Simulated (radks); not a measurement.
Species: Cr4+. Configuration: [Ar] 3d2. Method: Dirac Kohn-Sham, PBEsol, spin-unpolarised, spherical densities, finite nucleus; open shells fill j = l - 1/2 first; Fermi nuclear charge, rms radius 3.6452 fm; computed with a radial shooting solver on a logarithmic mesh with Libxc functionals.

Radial electron density D(r) = 4 pi r^2 rho(r):

r (bohr),D(r) (e/bohr)
0.005434,2.859
0.006853,4.218
0.008711,6.189
0.01107,8.866
0.01397,12.19
0.01775,16.33
0.02257,20.84
0.02846,24.93
0.03618,27.94
0.04563,28.78
0.05801,27.22
0.07375,24.20
0.093,22.16
0.1182,23.26
0.1503,27.55
0.1895,31.22
0.241,29.76
0.3063,22.06
0.3863,13.60
0.4911,9.949
0.6243,11.53
0.7873,12.64
1.001,9.904
1.272,5.205
1.605,1.885
2.04,0.4368
2.593,0.06691
3.27,0.006993

D(r) has 3 maxima, at r = 0.0442, 0.204, 0.756 bohr, and minima at 0.0984, 0.499 bohr, inside which lie 2.14, 10.51 electrons.
